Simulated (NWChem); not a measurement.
# H4PO4 cation; SMILES [OH2+]P(O)(O)=O

```xyz
9

O      1.5612    -0.4392    -0.0540
P      0.2316     0.1473    -0.0146
O     -0.3858     0.8800     1.2194
O     -0.4761     0.8765    -1.1965
O     -0.8593    -1.3528     0.0098
H      0.1507     0.8897     2.0307
H     -0.1033     0.7376    -2.0842
H     -0.4357    -2.2121     0.1971
H     -1.8064    -1.3407     0.2459
```
Atoms are numbered in this order, from 1.

Program: NWChem. All runs use the structure optimised with PBE0/def2-SVP. Vertical excitations in the gas phase; the lowest state need not have the same character in each row.

Among these, which level gives the lowest value of “lowest excitation, singlet (eV)”?
A. B3LYP/def2-SVP, full TDDFT
B. Hartree-Fock/def2-SVP, TDHF
C. PBE/def2-SVP, full TDDFT
D. LRC-wPBEh/def2-SVP, full TDDFT

C, PBE/def2-SVP, full TDDFT. Values: PBE/def2-SVP, full TDDFT 6.62; B3LYP/def2-SVP, full TDDFT 7.38; LRC-wPBEh/def2-SVP, full TDDFT 8.06; Hartree-Fock/def2-SVP, TDHF 9.96
